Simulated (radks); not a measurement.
The numbers below are computed, except where a source is named.
Task: Excited configurations of S IV: one electron is placed in a higher orbital outside [Ne] 3s2. The ground configuration is [Ne] 3s2 3p1. Code: a radial shooting solver on a logarithmic mesh with Libxc functionals. Model: scalar-relativistic Kohn-Sham, PBE, spin-polarised, spherical densities, finite nucleus; open shells are filled with parallel spins first; Fermi nuclear charge, rms radius 3.2611 fm. Excitation = E - E(ground); binding = E(ion) - E, where the ion is the core of charge +4; n* = 4/sqrt(2 binding) in atomic units, and the quantum defect is n - n*.

| outer orbital | excitation (eV) | binding (eV) | n* | quantum defect | eigenvalue (eV) | <r> (bohr) |
|---|---|---|---|---|---|---|
| 4s | 22.095 | 25.110 | 2.944 | 1.056 | -22.497 | 3.347 |
| 4d | 30.677 | 16.529 | 3.629 | 0.371 | -14.488 | 4.333 |
| 5s | 32.904 | 14.301 | 3.901 | 1.099 | -12.805 | 5.883 |
| 5p | 34.507 | 12.698 | 4.141 | 0.859 | -11.318 | 6.401 |
| 5d | 36.808 | 10.397 | 4.576 | 0.424 | -9.195 | 7.341 |
| 5f | 37.753 | 9.452 | 4.799 | 0.201 | -8.241 | 7.341 |
| 6d | 40.042 | 7.164 | 5.513 | 0.487 | -6.415 | 11.03 |
| 7s | 40.749 | 6.456 | 5.807 | 1.193 | -5.859 | 13.04 |
| 7d | 41.979 | 5.226 | 6.454 | 0.546 | -4.719 | 15.42 |
| 7f | 42.294 | 4.911 | 6.658 | 0.342 | -4.412 | 15.70 |

Estimate the row for 6p.

Result: excitation (eV) 38.807; binding (eV) 8.399; n* 5.091; quantum defect 0.909; eigenvalue (eV) -7.560; <r> (bohr) 9.797. The Delta-SCF ionisation energy is 47.205 eV (NIST Atomic Spectra Database: 47.22 eV, semi-empirical). Self-interaction in the functional shifts the binding energies and quantum defects, so they are the method's values and not measured ones. Open shells are spherical and high-spin; term and fine-structure splittings are not resolved.
